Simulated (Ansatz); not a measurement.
Aluminium trichloride + CH₃SH → `C[S][Al]([Cl])[Cl]` + HCl at 700 K and 1 bar (ligand exchange at the Al–Cl bond).

Program: Ansatz. Geometries: PBE0-D4/def2-TZVP. ΔE: electronic, gas phase. CCSD(T)/CBS adds triple-zeta CCSD(T) − MP2 to the extrapolated MP2 energy (def2 sets, frozen cores). This one scheme is used for every species. One conformer a species, not always the lowest.

```csv
species,CCSD(T)/CBS energy (Eh),H − E (kJ/mol),S (J/(mol·K))
`[Cl][Al]([Cl])[Cl]`,-1621.56364,60.2,379.1
CH₃SH,-438.22835,160.2,309.0
`C[S][Al]([Cl])[Cl]`,-1599.39326,185.0,496.8
HCl,-460.38127,38.4,211.8
```

H − E and S are ideal-gas, rigid-rotor, harmonic terms from PBE0-D4/def2-TZVP, for one conformer and one mirror image of each species. 1 Eh = 2625.50 kJ/mol, R = 8.31446 J/(mol·K).

Question: By hand: ΔE, ΔH, ΔS and ΔG.

Answer: ΔE = (-1599.39326) + (-460.38127) − (-1621.56364) − (-438.22835) = 0.01746 Eh = 45.8 kJ/mol. Δ(H − E) = 185.0 + 38.4 − 60.2 − 160.2 = 3.0, so ΔH = 48.8 kJ/mol. ΔS = 496.8 + 211.8 − 379.1 − 309.0 = 20.5 J/(mol·K). ΔG = 48.8 − 700 × (20.5)/1000 = 34.4 kJ/mol.

Question: By hand: the equilibrium constant, and the temperature at which ΔG would vanish if ΔH and ΔS stayed fixed.

Answer: log₁₀ K = −ΔG/(RT ln 10) = -2.6. ΔG = 0 at ΔH/ΔS = 2380 K.

ΔH outweighs TΔS. A doubt of 5 kJ/mol in ΔE shifts log₁₀ K by 0.4 here. Other conformers and mirror images would add mixing entropy, several J/(mol·K) or more a flexible species. Modes under 60 cm⁻¹, often nearly free rotors, make the harmonic entropy too high. These are equilibria of isolated gas molecules and say nothing of rates. Largest T1 diagnostic: 0.009 (customary marks: 0.02 for closed shells, 0.045 for open ones).
